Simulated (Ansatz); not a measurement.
Input for Ansatz (an electronic-structure program): U-r2SCAN/def2-TZVPP on CH3Si (SMILES [CH]=[SiH2]), 2S+1 = 2, atoms moved off the minimum.

Ansatz 0.2 input:
```yaml
crystal:
  periodic: [false, false, false]
  atoms:
    - {symbol: C, position_ang: [1.15079459, -0.19166397, -0.06312812]}
    - {symbol: Si, position_ang: [-0.47408609, 0.06559848, 0.09027897]}
    - {symbol: H, position_ang: [2.26231481, -0.27979065, -0.02607157]}
    - {symbol: H, position_ang: [-1.13770980, 1.28187759, -0.00315519]}
    - {symbol: H, position_ang: [-1.42466615, -0.93634090, 0.03361087]}
basis:
  gaussian:
    orbitals: def2-TZVPP
hamiltonian:
  xc: {name: r2SCAN}
magnetization: {spin_polarized: true, initial_magnetization: 1}
output: {forces: true}
```

What total energy does the run end on?

-329.2226 hartree.

How many basis functions does it have, and what does it roughly cost on one machine?

115 functions; very roughly 5 core-seconds.
